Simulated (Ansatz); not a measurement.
## Worked example: vertical ionisation energy of B3H3O3 (SMILES B1OBOBO1)

B3H3O3 has 9 atoms, charge 0, and is taken as a singlet. As SMILES, `B1OBOBO1`. The shape is that of a PBE0-D4/def2-TZVP optimisation. This is one conformer, not always the lowest.

| atom | x (Å) | y (Å) | z (Å) |
| --- | --- | --- | --- |
| B | 1.3016 | 0.1158 | -0.4247 |
| O | 0.6128 | -1.0535 | -0.6248 |
| B | -0.6869 | -1.1727 | -0.2023 |
| O | -1.2974 | -0.1154 | 0.4232 |
| B | -0.6148 | 1.0569 | 0.6269 |
| O | 0.6846 | 1.1689 | 0.2016 |
| H | 2.4293 | 0.2162 | -0.7926 |
| H | -1.2819 | -2.1887 | -0.3775 |
| H | -1.1473 | 1.9725 | 1.1701 |

Both states at this one shape; open shells run unrestricted unless said. 1 Eh = 27.2114 eV.

```tsv
level	program	singlet B3H3O3 (Eh)	doublet [B3H3O3]+ (Eh)	HOMO of the first (eV)
B3LYP/6-31G* (spherical functions)	Ansatz	-302.314899	-301.884967	-9.18
r2SCAN0/6-31G* (spherical functions)	Ansatz	-302.108277	-301.668319	-9.77
CAM-B3LYP/6-31G* (spherical functions)	Ansatz	-302.186920	-301.743023	-10.90
```

**Question.** Work out the vertical ionisation energy at each level.

**Answer.** 
1. B3LYP/6-31G* (spherical functions): -301.884967 − (-302.314899) = 0.429932 Eh = 11.70 eV; −ε(HOMO) = 9.18 eV.
2. r2SCAN0/6-31G* (spherical functions): -301.668319 − (-302.108277) = 0.439958 Eh = 11.97 eV; −ε(HOMO) = 9.77 eV.
3. CAM-B3LYP/6-31G* (spherical functions): -301.743023 − (-302.186920) = 0.443897 Eh = 12.08 eV; −ε(HOMO) = 10.90 eV.

No measured value is set beside it here; the levels span 11.70 to 12.08 eV.
